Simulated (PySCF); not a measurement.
`C=C[C@H]1C[C@@H]1[GeH2][PH2]`, C5H11GeP

Cartesian coordinates in Å; atom numbers follow the order of the lines, from 1:
```xyz
18

C    -3.213    0.648    0.763
C    -2.055    0.903    0.175
C    -0.999   -0.094   -0.033
C    -0.097    0.008   -1.227
C     0.444    0.325    0.131
Ge    1.722   -0.912    0.973
P     3.875   -0.829    0.162
H    -3.962    1.408    0.901
H    -3.456   -0.336    1.129
H    -1.831    1.901   -0.182
H    -1.257   -1.095    0.295
H     0.207   -0.918   -1.697
H    -0.261    0.817   -1.924
H     0.600    1.377    0.343
H     1.728   -0.694    2.468
H     1.170   -2.308    0.787
H     3.440   -0.748   -1.154
H     3.933    0.553    0.284
```

Method used: PySCF 2.14.0, TDDFT CAM-B3LYP/def2-SVPD circular dichroism and optical rotation, one conformer, gas phase. Geometry: GFN2-xTB.

The molecule is flexible and this is one conformer; a measurement averages over conformers. The calculation is non-relativistic, which matters for the atoms heavier than Zn. States above about 8.1 eV (minus the energy of the highest occupied orbital) lie near or above the ionisation threshold and depend on the basis.

**Question.** Draw the ECD and absorption spectra from the lowest 16 states, each a Gaussian of half-width 0.25 eV at 1/e height.

**Answer.** 
| E (eV) | λ (nm) | Δε (L mol⁻¹ cm⁻¹) | ε (L mol⁻¹ cm⁻¹) |
| --- | --- | --- | --- |
| 6.05 | 205 | -0.81 | 976 |
| 6.20 | 200 | -6.51 | 7660 |
| 6.35 | 195 | -25.44 | 29500 |
| 6.50 | 191 | -47.31 | 56200 |
| 6.65 | 186 | -33.48 | 54700 |
| 6.80 | 182 | +22.26 | 31100 |
| 6.95 | 178 | +69.62 | 14800 |
| 7.10 | 175 | +59.93 | 7590 |
| 7.25 | 171 | +14.77 | 4430 |
| 7.40 | 167 | -15.14 | 3790 |
| 7.55 | 164 | -25.59 | 4890 |
| 7.70 | 161 | -24.87 | 7390 |
| 7.85 | 158 | +5.86 | 9390 |
| 8.00 | 155 | +72.77 | 9760 |

Δε uses R in velocity form, ε uses f in length form. Only the states computed contribute, so the short-wavelength end is incomplete.
